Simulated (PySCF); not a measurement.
Basis-set dependence of population analyses: `[C-]#[N+]c1ccccc1`

C7H5N.
Numbering: `[C-:1]#[N+:2][c:3]1[cH:4][cH:5][cH:6][cH:7][cH:8]1` (hydrogens: H9 on C4; H10 on C5; H11 on C6; H12 on C7; H13 on C8)

PBE0 throughout (PySCF), one geometry, spherical d and f functions. Geometry: PBE0-D3(BJ)/def2-SVP; no solvent, vibrations or thermal averaging. Atoms taken as equivalent share a column and are averaged. The first 7 of 9 kinds of atom are listed.

Mulliken charges (e):

```json
{"basis": "STO-3G", "functions": "45", "C1": "+0.048", "N2": "-0.248", "C3": "+0.089", "C4/C8": "-0.075", "C5/C7": "-0.078", "C6": "-0.078", "H9/H13": "+0.104"}
{"basis": "pcSseg-0", "functions": "82", "C1": "+0.136", "N2": "-0.536", "C3": "+0.083", "C4/C8": "-0.117", "C5/C7": "-0.253", "C6": "-0.219", "H9/H13": "+0.261"}
{"basis": "6-31G", "functions": "82", "C1": "+0.006", "N2": "-0.527", "C3": "+0.298", "C4/C8": "-0.096", "C5/C7": "-0.195", "C6": "-0.148", "H9/H13": "+0.201"}
{"basis": "6-31G*", "functions": "122", "C1": "-0.073", "N2": "-0.311", "C3": "+0.255", "C4/C8": "-0.150", "C5/C7": "-0.184", "C6": "-0.158", "H9/H13": "+0.201"}
{"basis": "cc-pVDZ", "functions": "137", "C1": "-0.178", "N2": "-0.116", "C3": "+0.082", "C4/C8": "+0.042", "C5/C7": "+0.009", "C6": "+0.006", "H9/H13": "+0.026"}
{"basis": "def2-SVP", "functions": "137", "C1": "-0.147", "N2": "-0.074", "C3": "+0.075", "C4/C8": "+0.016", "C5/C7": "-0.031", "C6": "+0.002", "H9/H13": "+0.034"}
{"basis": "pcSseg-1", "functions": "161", "C1": "+0.012", "N2": "-0.440", "C3": "+0.178", "C4/C8": "-0.032", "C5/C7": "-0.081", "C6": "-0.077", "H9/H13": "+0.116"}
{"basis": "aug-cc-pVDZ", "functions": "229", "C1": "-0.632", "N2": "-0.350", "C3": "+0.809", "C4/C8": "+0.617", "C5/C7": "+0.726", "C6": "+0.374", "H9/H13": "-0.589"}
{"basis": "6-311+G(2d,p)", "functions": "246", "C1": "-0.351", "N2": "+0.207", "C3": "+0.125", "C4/C8": "-0.046", "C5/C7": "-0.192", "C6": "-0.113", "H9/H13": "+0.127"}
{"basis": "def2-TZVP", "functions": "278", "C1": "-0.230", "N2": "+0.031", "C3": "+0.219", "C4/C8": "-0.196", "C5/C7": "-0.090", "C6": "-0.120", "H9/H13": "+0.142"}
{"basis": "cc-pVTZ", "functions": "310", "C1": "-0.226", "N2": "-0.016", "C3": "+0.188", "C4/C8": "-0.130", "C5/C7": "-0.109", "C6": "-0.112", "H9/H13": "+0.132"}
{"basis": "IGLO-III", "functions": "330", "C1": "+0.048", "N2": "-0.289", "C3": "+0.210", "C4/C8": "-0.139", "C5/C7": "-0.068", "C6": "-0.107", "H9/H13": "+0.124"}
```

IAO charges (e):

```
        basis  functions      C1      N2      C3   C4/C8   C5/C7      C6  H9/H13
       STO-3G         45  -0.022  -0.111  +0.040  -0.131  -0.131  -0.129  +0.154
     pcSseg-0         82  -0.072  -0.095  +0.068  -0.146  -0.143  -0.143  +0.170
        6-31G         82  -0.064  -0.108  +0.079  -0.150  -0.144  -0.145  +0.171
       6-31G*        122  -0.056  -0.118  +0.084  -0.146  -0.138  -0.139  +0.165
      cc-pVDZ        137  -0.066  -0.107  +0.085  -0.149  -0.140  -0.142  +0.168
     def2-SVP        137  -0.072  -0.101  +0.083  -0.146  -0.137  -0.139  +0.165
     pcSseg-1        161  -0.065  -0.109  +0.083  -0.149  -0.142  -0.144  +0.169
  aug-cc-pVDZ        229  -0.078  -0.102  +0.085  -0.151  -0.144  -0.146  +0.172
6-311+G(2d,p)        246  -0.077  -0.102  +0.084  -0.151  -0.144  -0.145  +0.172
    def2-TZVP        278  -0.075  -0.104  +0.087  -0.151  -0.143  -0.145  +0.171
      cc-pVTZ        310  -0.072  -0.105  +0.087  -0.152  -0.143  -0.145  +0.171
     IGLO-III        330  -0.076  -0.103  +0.085  -0.152  -0.144  -0.146  +0.172
```

Q: Which scheme is steadiest as the basis changes?

A: Largest range over the bases for any column: IAO 0.06 e, Mulliken 0.98 e. IAO charges move least and Mulliken charges most, counted in e. Without the minimal STO-3G basis the ranges are IAO 0.02, Mulliken 0.98 e.

Q: How much do the charges still move between the two largest bases, cc-pVTZ and IGLO-III?

A: At most, over all atoms: Mulliken 0.274 e, IAO 0.004 e.

Q: What do the same runs give for the total energy, the frontier levels and the dipole moment?

A: 
| basis | energy (Eh) | HOMO (eV) | LUMO (eV) | μ (D) |
| --- | --- | --- | --- | --- |
| STO-3G | -320.0707 | -5.80 | 1.44 | 3.34 |
| pcSseg-0 | -323.3572 | -7.77 | -1.36 | 3.96 |
| 6-31G | -323.9852 | -7.38 | -0.97 | 3.88 |
| 6-31G* | -324.0643 | -7.31 | -1.01 | 3.87 |
| cc-pVDZ | -324.0944 | -7.46 | -1.22 | 3.95 |
| def2-SVP | -323.8381 | -7.57 | -1.32 | 4.03 |
| pcSseg-1 | -324.0307 | -7.61 | -1.39 | 3.91 |
| aug-cc-pVDZ | -324.1073 | -7.59 | -1.44 | 4.08 |
| 6-311+G(2d,p) | -324.1538 | -7.59 | -1.45 | 4.10 |
| def2-TZVP | -324.1821 | -7.57 | -1.40 | 4.06 |
| cc-pVTZ | -324.1737 | -7.55 | -1.36 | 4.02 |
| IGLO-III | -324.1859 | -7.59 | -1.45 | 4.07 |

The dipole is fixed by the density alone, so its range of 0.76 D shows that the density itself changes with the basis, not only its division among atoms.
